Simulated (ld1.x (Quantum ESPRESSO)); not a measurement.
# F, TM semilocal: configuration errors across variants

- Element: F (Z = 9)
- Generator: ld1.x (Quantum ESPRESSO) 7.5
- Type: norm-conserving Troullier–Martins (semilocal form)
- Functional: PBEsol
- Relativity: scalar-relativistic
- Frozen core: [He]
- Valence charge: 7
- Reference configuration: 2s2 2p5
- Partial waves: 2s (bound): rc 0.70 bohr; 2p (bound): rc 1.20 bohr
- Local potential: the p channel
- Core correction: Bessel-smoothed model core inside 0.55 bohr

All-electron excitation energies from the reference (eV): (1) 2s2 2p4 19.317; (2) 2s2 2p3 57.595; (3) 2s2 2p2 118.084; (4) 2s2 2p1 203.676; (5) 2s2 2p5.3 -2.653; (6) 2s1 2p6 18.696; (7) 2s2 2p4.5 7.510.

In the semilocal form every listed channel keeps its own potential, so the choice of the local channel does not act on these tests. It acts once the file is put into the separable form.

A semilocal file is local in each channel, so a ghost entry of none says nothing of the separable form that plane-wave codes build from it.

3 further variants failed, have other tests or another functional or relativity, and are left out.

Errors AE − PS in meV (a dash: test not solved or not reliable):

```tsv
change	(1)	(2)	(3)	(4)	(5)	(6)	(7)	bound ghosts
base	-6.1	+23	+250	+1000	-0.4	+15	-2.4	none
all radii but the core radius scaled by about 1.23 (s 0.86, p 1.48 bohr)	-5.2	+124	+805	+2720	-1.4	+13	-4.0	none
wave 2p (bound): rc 1.20 bohr becomes 2p (bound): rc 1.54 bohr	-5.8	+135	+869	+2916	-1.6	+12	-4.4	none
type PAW, which also changes the form from semilocal to separable; waves now 2s (bound): rcut 0.60, rcutus 0.70 bohr; 2s channel at -1.7 Ry: rcut 0.60, rcutus 0.70 bohr; 2p (bound): rcut 1.05, rcutus 1.20 bohr; 2p channel at 3.05 Ry: rcut 1.05, rcutus 1.20 bohr; local potential all-electron potential smoothed inside 0.55 bohr (lloc = -1); augmentation PSQ, inside the norm-conserving radii	+0.2	+5.3	+17	+35	+0.3	+5.3	-0.3	none
core correction none	-5.4	+29	+280	+1097	-0.3	+16	-2.3	none
wave 2s (bound): rc 0.70 bohr becomes 2s (bound): rc 0.88 bohr	-4.3	+35	+296	+1119	-0.3	+18	-2.1	none
all radii but the core radius scaled by about 0.80 (s 0.56, p 0.96 bohr)	-3.4	+2.2	+76	+357	+0.1	+12	-1.3	none
```

(1) Give the same row for: wave 2s (bound): rc 0.70 bohr becomes 2s (bound): rc 0.68 bohr.

## Answers

(1) -6.1, +22, +248, +994, -0.4, +15, -2.4; bound ghosts: none.
